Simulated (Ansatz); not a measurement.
Spin gap between two states, R1 and P1; the higher of the two is an excited state, each structure at its B3LYP-D3(BJ)/def2-TZVP stationary point, reached from a drawn start (curvature not checked).
R1: O atom, charge 0, multiplicity 3.
P1: O atom, charge 0, multiplicity 1.

P less R. No zero-point or thermal terms; singlets are restricted closed shells; open shells are unrestricted; no spin–orbit coupling.

Frozen-core correlation throughout.

Programs: Ansatz (Gaussian basis) for Hartree–Fock, density functionals and correlated methods. All values are computed, each at the level named.

### Question
Estimate the spin gap that B97M-V/def2-TZVPP returns for this input.

### Answer
2.78 eV

### Question
Give the spin gap at the level BLYP/def2-TZVPP.

### Answer
2.70 eV

### Question
What is the computed spin gap (B2PLYP/def2-TZVPP)?

### Answer
2.79 eV

Ansatz is a quantum-chemistry and plane-wave program.
